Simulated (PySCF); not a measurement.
Molecule: `C(=O)c1cccs1`, C₅H₄OS.

Atom-mapped SMILES (the numbers label the heavy atoms): `[O:1]=[CH:2][c:3]1[cH:4][cH:5][cH:6][s:7]1`. Hydrogens are named by the atom that carries them.

Geometry PBE0-D3(BJ)/def2-SVP throughout; GIAO in PySCF 2.14.0 with density-fitted response routines, gas phase, one conformer, non-relativistic; equivalent atoms averaged; functional PBE0.

For orientation, aug-cc-pVDZ gives these absolute shieldings σ: O1 -239.5, C3 47.8, C6 58.8, C4 67.3, S7 330.0, H(C2) 21.23, H(C4) 23.17, H(C6) 23.61, H(C5) 24.08 ppm.

A run gave: O1 -267.1, C3 108.5, C6 112.7, C4 127.6, S7 525.7, H(C2) 22.84, H(C4) 25.57, H(C6) 25.74, H(C5) 26.19 ppm (absolute shieldings σ).

**Question.** Which basis set was used in that run?
A. STO-3G
B. 6-31G*
C. 6-31G
D. def2-TZVP
E. pcSseg-1

**Answer.** A. S7 tells them apart best: STO-3G gives 525.7, 6-31G gives 357.4, def2-TZVP gives 223.6, pcSseg-1 gives 262.4, 6-31G* gives 332.2 ppm.
